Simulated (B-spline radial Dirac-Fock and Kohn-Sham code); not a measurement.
# Ionisation energies of hafnium ions, computed and tabulated

Calculated with a B-spline atomic structure program, using relaxed Dirac-Fock hole states (ΔSCF) with Breit and QED corrections and a finite nucleus. Each value is the difference of the configuration-average energies of two neighbouring ions in their tabulated ground configurations. Correlation and solid-state effects are left out. NIST's values refer to the lowest levels; many for high charge states are themselves semi-empirical or theoretical. Where a p, d or f shell is open in either ion the computed value averages over both j values and all terms, while the table refers to the lowest levels; that difference holds spin-orbit splitting (largest in heavy or highly charged ions), term energies where several electrons share open shells, and correlation, and it can reach 10 % or more.

```
  ion      configuration  computed (eV)     NIST (eV)            kind  NIST − computed (eV)
Hf³⁰⁺           [Kr] 4d6         1201.0      1195 ± 4     theoretical                 -5.99
Hf³¹⁺           [Kr] 4d5         1251.0      1245 ± 4     theoretical                 -6.00
Hf³²⁺           [Kr] 4d4         1301.6      1311 ± 4     theoretical                 +9.35
Hf³³⁺           [Kr] 4d3         1352.9      1362 ± 5     theoretical                 +9.07
Hf³⁴⁺           [Kr] 4d2         1404.8      1417 ± 5     theoretical                +12.16
Hf³⁵⁺           [Kr] 4d1         1457.4      1467 ± 5     theoretical                 +9.62
Hf³⁶⁺  [Ar] 3d10 4s2 4p6         1695.6      1669 ± 5     theoretical                -26.60
Hf³⁷⁺  [Ar] 3d10 4s2 4p5         1748.4      1719 ± 4     theoretical                -29.45
Hf³⁸⁺  [Ar] 3d10 4s2 4p4         1801.8      1776 ± 4     theoretical                -25.76
Hf³⁹⁺  [Ar] 3d10 4s2 4p3         1855.5      1827 ± 4     theoretical                -28.55
Hf⁴⁰⁺  [Ar] 3d10 4s2 4p2         1909.8      1963 ± 4     theoretical                +53.20
Hf⁴¹⁺  [Ar] 3d10 4s2 4p1         1964.5      2022 ± 4     theoretical                +57.48
Hf⁴²⁺      [Ar] 3d10 4s2         2159.9      2159 ± 4     theoretical                 -0.92
Hf⁴³⁺      [Ar] 3d10 4s1         2219.1  2218.9 ± 1.1  semi-empirical                 -0.18
Hf⁴⁴⁺          [Ar] 3d10         3764.5      3741 ± 4     theoretical                -23.47
Hf⁴⁵⁺           [Ar] 3d9         3888.7      3858 ± 4     theoretical                -30.66
Hf⁴⁶⁺           [Ar] 3d8         4014.4      3984 ± 4     theoretical                -30.42
Hf⁴⁷⁺           [Ar] 3d7         4141.7      4118 ± 4     theoretical                -23.75
Hf⁴⁸⁺           [Ar] 3d6         4270.6      4246 ± 4     theoretical                -24.64
Hf⁴⁹⁺           [Ar] 3d5         4401.1      4372 ± 4     theoretical                -29.09
```

Question: Where in this range is the largest relative jump, and why?

Answer: From Hf⁴³⁺ (2219.1 eV) to Hf⁴⁴⁺ (3764.5 eV), a factor of 1.70. The configuration goes from [Ar] 3d10 4s1 to [Ar] 3d10, so the next electron comes out of a deeper subshell.
